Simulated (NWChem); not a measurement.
Species: BeSiNH₅O; SMILES [NH2][Be][O][SiH3]

```xyz
9

Be     0.0016    -1.3254     0.0053
N     -0.0015    -2.8224    -0.0050
H      0.8217    -3.4142    -0.0101
H     -0.8272    -3.4107    -0.0085
O      0.0041     0.0958     0.0138
Si    -0.0011     1.7381    -0.0038
H     -0.1141     2.2511    -1.4042
H      1.2630     2.2689     0.5934
H     -1.1563     2.2644     0.7867
```
Atoms are numbered in this order, from 1.

All runs: NWChem. The geometry was optimised at PBE0/def2-SVP. Ions are spin-unrestricted doublets at the neutral geometry; other ion states weren't tried.

Task: Estimate the computed values for PBE/aug-cc-pVDZ. Quantities: vertical ionisation energy, ΔSCF (eV); −ε(HOMO) (eV).

Result: 
```yaml
vertical ionisation energy, ΔSCF (eV): 9.12
"−ε(HOMO) (eV)": 5.85
```
